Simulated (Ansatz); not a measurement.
One change: `C1CC1` becomes `C[SiH2]C1CC1`.

Ansatz, PBE0-D4/def2-TZVP geometries, multiplicity 1. Each molecule was computed in one conformer, which needn't be the lowest.

| property | `C1CC1` |
| --- | --- |
| HOMO–LUMO gap (B3LYP/def2-TZVPP) / eV | 9.50 |
| HOMO energy (B3LYP/def2-TZVPP) / eV | -8.15 |
| size of the dipole moment (B3LYP/def2-TZVPP) / D | 0.00 |
| HOMO–LUMO gap (ωB97M-V/def2-TZVPP) / eV | 13.90 |
| LUMO energy (B3LYP/def2-TZVPP) / eV | 1.35 |
| HOMO energy (PBE0/def2-TZVPP) / eV | -8.39 |

**Question.** Give the same properties after the change, and the shifts. (Estimate.)

**Answer.** Ansatz gave: 
```json
{"property": "HOMO–LUMO gap (B3LYP/def2-TZVPP) / eV", "`C[SiH2]C1CC1`": "8.57", "shift": "-0.93"}
{"property": "HOMO energy (B3LYP/def2-TZVPP) / eV", "`C[SiH2]C1CC1`": "-7.87", "shift": "0.28"}
{"property": "size of the dipole moment (B3LYP/def2-TZVPP) / D", "`C[SiH2]C1CC1`": "0.86", "shift": "0.86"}
{"property": "HOMO–LUMO gap (ωB97M-V/def2-TZVPP) / eV", "`C[SiH2]C1CC1`": "12.74", "shift": "-1.16"}
{"property": "LUMO energy (B3LYP/def2-TZVPP) / eV", "`C[SiH2]C1CC1`": "0.70", "shift": "-0.65"}
{"property": "HOMO energy (PBE0/def2-TZVPP) / eV", "`C[SiH2]C1CC1`": "-8.09", "shift": "0.30"}
```

With PBE0 the HOMO rises by 0.30 eV and the LUMO falls by 0.73 eV, so the gap narrows by about 1.03 eV. PBE moves the HOMO by 0.23 eV and ωB97M-V by 0.38 eV.

B3LYP here is the variant with VWN-RPA as its local correlation; programs differ in this.
